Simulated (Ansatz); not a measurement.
`O[SiH](O)F` + Cl• → `O[Si](O)F`• + HCl  (hydrogen abstraction from the Si–H bond)

Calculated with Ansatz (gas phase, PBE0-D4/def2-TZVP geometries, no zero-point term in ΔE). CBS: MP2 limit from def2 TZ/QZ plus the TZ coupled-cluster correction, frozen cores. This one scheme is used for every species, atoms too. DFT in def2-TZVPP. Open shells (•) are unrestricted, without spin–orbit coupling. Spin–orbit coupling would lower the free atoms: a little for Cl. Each species was taken in one conformer, which may not be the lowest.

```json
{"species": "`O[SiH](O)F`", "r2SCAN0-D4 energy (Eh)": "-541.71643"}
{"species": "Cl•", "r2SCAN0-D4 energy (Eh)": "-460.11637"}
{"species": "`O[Si](O)F`•", "r2SCAN0-D4 energy (Eh)": "-541.05824"}
{"species": "HCl", "r2SCAN0-D4 energy (Eh)": "-460.78281"}
```

Work out ΔE.

ΔE = (-541.05824) + (-460.78281) − (-541.71643) − (-460.11637) = -0.00825 Eh = -21.7 kJ/mol. CCSD(T)/CBS gives -13.3 kJ/mol.

Largest T1 diagnostic among the species: 0.014.

In def2-TZVPP, CCSD(T) changes the Hartree–Fock value by −38.2 kJ/mol (the triples alone add −6.5 kJ/mol) and MP2 by −52.1 kJ/mol. From PBE to PBE0 (25 % exact exchange), in def2-TZVPP and without D4, ΔE moves by +16.1 kJ/mol.
